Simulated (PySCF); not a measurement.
Compound: C5H9FS2.
Geometry (PBE0-D3(BJ)/def2-SVP, Å), atoms numbered from 1 in this order:
```
atom  x, y, z in Å
C1    -1.8214    0.6431    0.1541
C2    -0.8540   -0.0244   -0.8070
C3     0.1004   -1.0303   -0.1591
C4     1.1114   -0.4684    0.8295
F5     1.8365   -1.5353    1.3261
C6     2.0921    0.5272    0.2368
S7     1.2397    2.0332   -0.3114
S8     0.0880    1.1902   -1.8111
H9    -1.2919    1.3185    0.8427
H10   -2.5649    1.2389   -0.3934
H11   -2.3536   -0.1134    0.7531
H12   -1.4236   -0.5628   -1.5846
H13    0.6612   -1.5597   -0.9462
H14   -0.4919   -1.7882    0.3810
H15    0.5959    0.0075    1.6820
H16    2.8156    0.8395    1.0067
H17    2.6443    0.0846   -0.6071
```

Level: B3LYP/def2-SVPD in PySCF, non-relativistic, on one gas-phase PBE0-D3(BJ)/def2-SVP geometry that isn't relaxed in the solvent. The solvent is an IEF-PCM continuum (cavity from Bondi-type radii × 1.2). Only the electrostatic response of the medium enters.

Gas phase at B3LYP/def2-SVPD: HOMO -6.37 eV, LUMO -1.08 eV, dipole 1.54 D.

**Question.** What does the continuum do to the energy, the frontier levels and the dipole at B3LYP/def2-SVPD in cyclohexane and acetone?

**Answer.** 
```json
{"solvent": "cyclohexane", "ε": "2.017", "E(solvent) − E(gas) (kJ/mol)": "-8.35", "polarisation term (kJ/mol)": "-8.87", "distortion of the solute (kJ/mol)": "0.52", "HOMO (eV)": "-6.32", "LUMO (eV)": "-1.01", "dipole (D)": "1.78"}
{"solvent": "acetone", "ε": "20.49", "E(solvent) − E(gas) (kJ/mol)": "-20.43", "polarisation term (kJ/mol)": "-23.92", "distortion of the solute (kJ/mol)": "3.49", "HOMO (eV)": "-6.32", "LUMO (eV)": "-0.98", "dipole (D)": "2.23"}
```

Polarisation term: ½ Σ q·V over the induced surface charges. Distortion: the rise of the solute's own energy as its density leaves the gas-phase optimum. From cyclohexane to acetone the lowering changes by a factor 2.45, Onsager's factor (ε − 1)/(2ε + 1) by 2.30 and ε itself by 10.2.

**Question.** Which radius a makes the point-dipole formula ΔE = −[(ε − 1)/(2ε + 1)]·μ²/a³ give the value in acetone, with the gas-phase dipole?

**Answer.** μ = 0.605 au and |ΔE| = 0.00778 Eh give a = 1.48 Å; the farthest nucleus lies 2.99 Å from the centroid of the nuclei, so such a sphere wouldn't even hold the nuclei. The formula assumes a rigid point dipole at the centre of a sphere.

**Question.** Give the dipole vector in the frame of the coordinates (D, pointing from negative to positive charge), gas and acetone.

**Answer.** Gas (-1.33, -0.68, 0.38), solvent (-1.73, -1.22, 0.73). Its length changes by +45 % and its direction by 9°.

**Question.** How does the static polarisability (B3LYP/def2-SVPD, frozen core, with the continuum's full static response) change?

**Answer.** 
```csv
medium,isotropic (au),principal values (au),⟨r²⟩ of the electrons (bohr²)
gas,99.1,"87.6, 101.9, 107.8",1303.7
cyclohexane,113.4,"100.2, 116.5, 123.4",1303.9
acetone,140.3,"127.0, 142.8, 151.2",1304.2
```

The isotropic value in acetone is 1.42 times the gas-phase one; no cavity-field correction is applied. ⟨r²⟩ is taken about the centre of nuclear charge.
